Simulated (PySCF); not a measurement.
Gas-phase reaction: 2 SnHCl + CH2Cl2 ⇌ 2 SnCl2 + CH4

Method: PySCF energies (xtb for GFN2) plus ideal-gas RRHO corrections (1 bar). † marks an energy on the PBE0/def2-TZVP geometry and frequencies; other levels use their own. MP2 and CCSD(T) freeze the core. All species are closed-shell singlets. B3LYP is the form with VWN-RPA correlation. Sn: scalar-relativistic def2 core potential, no spin-orbit coupling. SnHCl: computed as isolated molecules; such fragments, hydroxides, amides, oligomers or adducts are transient or little studied in the gas. MP2 isn't extrapolated to the basis-set limit; its ΔH°(298 K) is -443.6 kJ in def2-SVP and -451.8 kJ in def2-TZVPP. CCSD(T) isn't extrapolated to the basis-set limit; its ΔH°(298 K) is -427.1 kJ in def2-SVP and -429.2 kJ in def2-TZVPP. The harmonic model lacks anharmonicity and excited electronic states, which grow with temperature; levels with a mode under 35 cm⁻¹ are left out. Soft modes under 120 cm⁻¹ make the harmonic entropy rough for SnCl2.

```
level                ΔE electronic, kJ  ΔH°(298 K), kJ  ΔS°(298 K), J/K  ΔG°(1800 K), kJ
-------------------  -----------------  --------------  ---------------  ---------------
B3LYP/def2-TZVP†                  -467            -446              -20             -403
BLYP/def2-TZVP†                   -467            -446              -20             -403
CCSD(T)/def2-TZVPP†               -450            -429              -20             -386
GFN2-xTB                          -438            -405              -22             -346
M06-2X/def2-TZVP†                 -471            -450              -20             -407
MP2/def2-SVP†                     -464            -444              -20             -401
MP2/def2-TZVPP†                   -473            -452              -20             -409
PBE/def2-SVP                      -461            -439              -19             -396
PBE0/def2-SVP†                    -462            -441              -20             -398
r2SCAN/def2-TZVP†                 -473            -452              -20             -409
LDA/def2-TZVP†                    -447            -426              -20             -383
```
ΔH° is lowest at r2SCAN/def2-TZVP† and highest at GFN2-xTB. No reference value is set beside these.
